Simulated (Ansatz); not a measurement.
Conformers of ClH4O3Si2 (`O[SiH]O[SiH](O)Cl`) radical, each relaxed with PBE0-D4/def2-TZVP in Ansatz. CBS adds the triple-zeta coupled-cluster correction to the MP2 limit.

Not all of them had a frequency check.

Conformer A:

```xyz
10

O     0.749    1.170    2.094
Si    1.179   -0.258    1.410
O     0.708   -0.340   -0.170
Si   -0.521   -0.016   -1.172
O    -1.028   -1.325   -1.982
Cl   -2.062    0.737   -0.017
H    -0.183    1.402    2.085
H     2.668   -0.276    1.426
H    -0.147    0.987   -2.175
H    -1.363   -2.082   -1.499
```

Conformer B:

Z-matrix (Å, degrees):
```
Si
O 1 1.642
Cl 1 2.046 2 109.1
O 1 1.612 2 106.3 3 120.0
H 1 1.471 2 112.5 3 -119.0
H 2 0.959 1 118.1 3 44.3
Si 4 1.657 1 138.2 2 -14.6
O 7 1.640 4 109.8 1 -14.7
H 7 1.493 4 108.2 1 -131.0
H 8 0.963 7 115.4 4 36.3
```

Which is lowest in electronic energy at CCSD(T)/CBS (frozen core, def2 sets), and by how much? (An estimate is asked.)

The calculation gave: A; B lies 0.8 kJ/mol higher. Gaps under about 2 kJ/mol don't settle the order.

Give the energies relative to A (kJ/mol) with PBE-D4/def2-TZVPP, ωB97X-V/def2-TZVPP, ωB97M-V/def2-TZVPP, PBE0/def2-TZVPP, MP2/def2-TZVPP, SCS-MP2/def2-TZVPP, HF/CBS(def2). (An estimate is asked.)

The calculation gave: 
```csv
level,B
PBE-D4/def2-TZVPP,0.6
ωB97X-V/def2-TZVPP,0.3
ωB97M-V/def2-TZVPP,0.1
PBE0/def2-TZVPP,0.5
MP2/def2-TZVPP,0.4
SCS-MP2/def2-TZVPP,0.5
HF/CBS(def2),1.4
```
